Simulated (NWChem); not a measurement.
System: CH₅CuOS; SMILES C[S][Cu]<-[OH2]

Here is an NWChem input.

```
start job
memory heap 200 mb stack 900 mb global 1100 mb
geometry units angstroms noautoz
  Cu     0.134764    -0.571636    -0.012389
  S      0.640474     1.494800    -0.015790
  C     -0.990782     2.317109     0.004637
  H     -1.595546     2.076291    -0.882757
  H     -0.815507     3.404002     0.004379
  H     -1.574688     2.073338     0.905096
  O     -0.201808    -2.516729    -0.011786
  H      0.158565    -2.993444     0.746563
  H      0.112007    -2.985822    -0.795201
end
basis spherical
  * library def2-svp
end
dft
  xc xtpss03 ctpss03
  iterations 150
  mulliken
end
task dft energy
```

Structure relaxed at the PBE0/def2-SVP level. Not confirmed as a minimum by frequencies.

Task: What results follow from this input? (TPSS/def2-SVP.) Quantities: energy (Ha); highest occupied level (eV); orbital gap (eV); dipole (D).

Result: The energy (Ha) is -2154.70. The highest occupied level (eV) is -3.60 and the orbital gap (eV) comes out as 2.18. The dipole (D) comes out as 7.25.
